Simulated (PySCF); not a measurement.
F₃Si, SMILES F[Si](F)F, multiplicity 2. Atoms are numbered in the order given.

```xyz
4

F      1.2964     0.7485    -0.1952
Si     0.0000     0.0000     0.3764
F     -1.2964     0.7485    -0.1952
F      0.0000    -1.4970    -0.1952
```
Charge 0, spin multiplicity 2.

Geometry: PBE-D3(BJ)/def2-TZVP. The isomer is the one that the SMILES or the coordinates give; other isomers of the formula were not compared.

Computed with PySCF with PBE-D3(BJ)/def2-TZVP.

Frequencies are harmonic and unscaled.

Modes within 1.5 cm⁻¹ of each other (mostly degenerate sets) share a row, with their intensities summed.

```
mode  ν (cm⁻¹)  IR (km/mol)  moving atoms (share of kinetic energy)
----  --------  -----------  --------------------------------------
1–2        269         17.3                         F 87 %, Si 13 %
3          380         47.3                         F 59 %, Si 41 %
4          784         62.0                         F 74 %, Si 26 %
5–6        910        336.1                         F 52 %, Si 48 %
```
